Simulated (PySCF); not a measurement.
## Manganese: a sound run and one with changed settings

Sound run: Mn⁺ [Ar] 3d5 4s1, Mn²⁺ [Ar] 3d5. Calculation: PySCF 2.14, in jorge-DZP-DKH (8s6p2d1f, 43 functions); scalar relativity by spin-free X2C-1e. In the sound run the correlated levels freeze [Ar]. The sound run starts from symmetry-adapted Hartree-Fock orbitals and uses a fine grid where one is needed.

Changed run: all electrons correlated in a basis built for the valence shell.

```tsv
species	method	sound run (hartree)	changed run (hartree)	converged
Mn⁺	MP2	-1156.95863	-1157.24058	yes
Mn²⁺	MP2	-1156.41360	-1156.68556	yes
```

Ionisation energy of Mn⁺:

```json
{"method": "UHF", "sound run (eV)": "14.629", "changed run (eV)": "14.629"}
{"method": "MP2", "sound run (eV)": "14.831", "changed run (eV)": "15.103"}
{"method": "SCS-MP2", "sound run (eV)": "14.696", "changed run (eV)": "15.001"}
```

A valence basis has no tight correlating functions, so it recovers only part of the core correlation, and not evenly between atom and ion.

For comparison, NIST gives 15.640 eV between the lowest levels.
